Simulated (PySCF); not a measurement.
Al(Cl)(F)(SMe) (CH3AlClFS), SMILES C[S][Al]([F])[Cl].

Coordinates come from a PBE0-D3(BJ)/def2-SVP optimisation. The structure was generated by enumeration; whether it is a known compound was not checked. Other conformers were not sampled.

Calculation: PySCF with M06-2X/def2-TZVP.

Symmetry labels are those of the subgroup Cs that the program uses (full group Cs).

**Question.** List the valence orbital energies around the gap with their symmetry. (An estimate is asked for; the answer gives what the named calculation found.)

**Answer.** 
```csv
orbital,symmetry,energy (eV)
HOMO−7,A",-13.81
HOMO−6,A',-13.64
HOMO−5,A',-12.94
HOMO−4,A',-11.91
HOMO−3,A",-11.14
HOMO−2,A',-10.96
HOMO−1,A',-10.01
HOMO,A",-8.78
LUMO,A',-0.40
LUMO+1,A",-0.03
LUMO+2,A',0.77
LUMO+3,A',2.19
```
